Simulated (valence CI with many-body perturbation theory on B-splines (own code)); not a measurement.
## La16+ in brief

Level of theory: valence CI with perturbative core correlation (CI+MBPT): five valence electrons over a frozen Dirac-Fock core [Kr], radial functions for each j: 7 s, 7 p, 8 d, 6 f, 4 g, 1 h, with the one-electron correlation potential Σ1 (screened to all orders), the two-electron term Σ2, the three-electron term Σ3, Breit, model QED; selected single and double excitations, second order for the rest, scaled by the run's own slope (own B-spline code, finite nucleus).

No measured levels were compared; by estimate terms of the open shell hold to 2 to 4 % of their energy, and close levels can change places. Among the levels kept, up to 460 cm⁻¹ of a level comes from second order outside the variational space, and about a tenth of that is noise between levels of different J, which matters for small intervals. The list stops below the first excitations out of the core.

Levels are named by their leading jj configuration (3d3/2^4 stands for four electrons in 3d with j = 3/2), which in mixed levels can hold well under half, so a name can repeat and another be missing.

Rates and lifetimes use the calculated energies. Strong lines usually hold to 10 to 20 %, long lifetimes can be off by a factor of two.

(1) What is the ground level?

(2) What is the ionisation energy?

(3) How well does LS coupling describe the low levels?

## Answers

(1) (4d3/2^3 4d5/2^2) J=5/2, composition 79 % 4d5 6S + 16 % 4d5 4P, g = 1.904.

(2) 430.66 eV; NIST lists 431 ± 3 eV (theoretical).

(3) Among the lowest 20 levels the leading LS term, summed over configurations, holds 55 % on average. For single configurations the figures are 54 % in LS and 69 % in jj coupling. Terms mix most in the J = 5/2 level at 34946 cm⁻¹, where the leading one holds 28 %.
